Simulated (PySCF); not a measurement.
# LaS: from constants to spectrum

UHF-CCSD(T) constants of LaS, doublet, about 0.1 electrons in the 4f shell (Mulliken) (basis La def2-TZVPP with ECP46, S def2-TZVPP; scalar-relativistic core potentials; PySCF 2.14; masses 138.9063 and 31.9721 u):

| Property | Result |
| --- | --- |
| ωe | 447.0 cm⁻¹ |
| ωexe | 0.937 cm⁻¹ |
| Be | 0.11141 cm⁻¹ |
| αe | 0.000330 cm⁻¹ |
| D (centrifugal) | 2.77e-08 cm⁻¹ |

Give the vibrational terms G(v) and spacings up to v = 6.

G(v) = ωe(v+½) − ωexe(v+½)².

```csv
v,G(v) (cm⁻¹),G(v) − G(v−1),Bv (cm⁻¹)
0,223.3,,0.1112
1,668.4,445.1,0.1109
2,1111.6,443.3,0.1106
3,1553.0,441.4,0.1103
4,1992.5,439.5,0.1099
5,2430.2,437.6,0.1096
6,2865.9,435.8,0.1093
```

Correlated steps freeze 5 core orbitals. These are scalar-relativistic numbers at best; spin–orbit coupling would shift them, the dissociation energy most. With d or f electrons several states lie close, and the lowest PBE0 determinant need not be the measured ground state.
